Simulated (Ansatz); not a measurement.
A nudged elastic band was laid between two geometries of CH$_{9}$NOSi$_{2}$ (14 atoms, charge 0, multiplicity 1).

Computed with Ansatz 0.2.0, RKS PBE-D4/STO-3G.

```
movable images  : 7
climbing image  : yes
spring          : 5.0 eV/Å²
optimiser       : quadratic models (default)
start path      : through a guess of the saddle point
force threshold : 0.05 eV/Å
iteration limit : 60
end points      : relaxed
```

First end point:

```xyz
14
Properties=species:S:1:pos:R:3
C -1.865 0.729 1.142
Si -0.749 1.302 -0.269
O 0.823 0.620 -0.216
Si 0.877 -1.084 -0.451
N 2.575 -1.600 -0.636
H -2.820 1.281 1.117
H -1.401 0.910 2.126
H -2.101 -0.345 1.074
H -0.549 2.743 -0.170
H -1.429 1.005 -1.534
H 0.338 -1.807 0.703
H 0.157 -1.486 -1.661
H 3.015 -1.025 -1.414
H 3.116 -1.274 0.218
```

Last end point:

```xyz
14
Properties=species:S:1:pos:R:3
C -2.177 0.468 0.588
Si -0.689 1.354 -0.164
O 0.429 0.295 -0.917
Si 1.216 -0.802 0.151
N 2.523 -1.642 -0.726
H -2.912 1.206 0.951
H -1.893 -0.167 1.443
H -2.685 -0.173 -0.152
H -0.057 2.151 0.892
H -1.144 2.250 -1.221
H 1.821 -0.108 1.290
H 0.299 -1.835 0.637
H 2.100 -2.116 -1.577
H 3.154 -0.909 -1.165
```

Q: What changes between the two ends?

A: No bond is made or broken. The dihedral C1–Si2–O3–Si4 goes from 65 to -65°. The two ends are copies of one structure, up to a mirror image or an exchange of like atoms.

Q: What energy profile does the band end with?

A: The run converged. The highest image is number 5 of 0 to 8, 0.062 eV above the ends, which have the same energy within 2 meV. A vibrational analysis at the climbing image gives one clearly imaginary mode, 87i cm⁻¹: a first-order saddle point. Limits of this set-up: minimal basis.

```
image  path coordinate (Å)  energy (eV)  dihedral C1–Si2–O3–Si4 (°)
    0                 0.00        0.000                          65
    1                 0.58        0.002                          61
    2                 1.17        0.008                          54
    3                 1.75        0.023                          41
    4                 2.34        0.048                          23
    5                 2.92        0.062                           0
    6                 3.87        0.032                         -35
    7                 4.82        0.005                         -56
    8                 5.77        0.000                         -65
```

Q: What is the geometry of the highest image?

A: 
```xyz
14
Properties=species:S:1:pos:R:3
C -1.951 0.505 0.766
Si -0.670 1.456 -0.243
O 0.774 0.613 -0.622
Si 0.933 -1.000 -0.068
N 2.515 -1.634 -0.594
H -2.829 1.148 0.948
H -1.557 0.194 1.747
H -2.304 -0.398 0.241
H -0.301 2.667 0.491
H -1.285 1.877 -1.502
H 0.900 -1.086 1.394
H -0.092 -1.879 -0.632
H 2.583 -1.522 -1.649
H 3.270 -0.972 -0.248
```

Q: What are the harmonic wavenumbers there?

A: 87i, 54, 130, 157, 220, 226, 326, 558, 560, 595, 646, 753, 800, 809, 872, 903, 972, 993, 1005, 1030, 1072, 1100, 1145, 1475, 1658, 1659, 1815, 2527, 2546, 2563, 2572, 3251, 3415, 3421, 3431, 3610 cm⁻¹.

Time of the run: 4.7 min on 1 thread of AMD EPYC 9R45 96-Core Processor (Zen 5) (shared host), peak memory 0.13 GiB.
